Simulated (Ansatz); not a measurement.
Other settings, tried on TeF4.

```yaml
crystal:
  periodic: [false, false, false]
  atoms:
    - {symbol: Te, position_ang: [-0.352492, -0.466009, -0.006303]}
    - {symbol: F, position_ang: [-0.231155, -0.286667, 1.934420]}
    - {symbol: F, position_ang: [-0.187671, -0.267018, -1.941901]}
    - {symbol: F, position_ang: [1.546253, -0.368149, 0.015501]}
    - {symbol: F, position_ang: [-0.774935, 1.387853, -0.001717]}
basis:
  gaussian: {orbitals: x2c-TZVPPall}
hamiltonian: {xc: {name: HSE06}}
scf: {omitted_lower_state_checks: [starts]}
```

```sh
$ ansatz run in.yaml --threads 4 --pin off --events-out ev --progress --plain --max-ram 3916MiB
```

Shortened log:

```
Functional definition: HSE06
1227 factors; their error is unknown
66 factors; integrals over basis functions are off by at most 2.7e-7 eV
mean field evaluation 1: about -195726.7766 eV, gradient 7.2e1 eV
mean field evaluation 2: about -195698.9337 eV, gradient 1.5e2 eV
mean field evaluation 4: about -195734.6191 eV, gradient 9.2e0 eV
mean field evaluation 8: about -195734.7396 eV, gradient 3.0e-1 eV
mean field evaluation 16: about -195735.1091 eV, gradient 2.6e-4 eV
mean field -195735.10911171 eV, -7193.1325858333 hartree, gradient 1.7e-5 eV, S^2 0.000000; 0 other end points of the search recorded, 0 dependent functions left out
reference -195735.10913061 eV, -7193.1325865276 hartree; 44, 44 occupied and 140, 140 virtual orbitals, 1227 factors
Total energy: -195735.10913061 eV, -7193.1325865276 hartree
Relativity: scalar
Checks for a lower state left out: starts
```

Hardware: 4 threads of Arm Neoverse V1 on a shared host. Wall time 2.7 s.

DK, ANO-RCC and x2c sets are all-electron and run with scalar relativity unless a key says otherwise. HSE06 is defined as in plane-wave codes, on full-range PBE exchange.
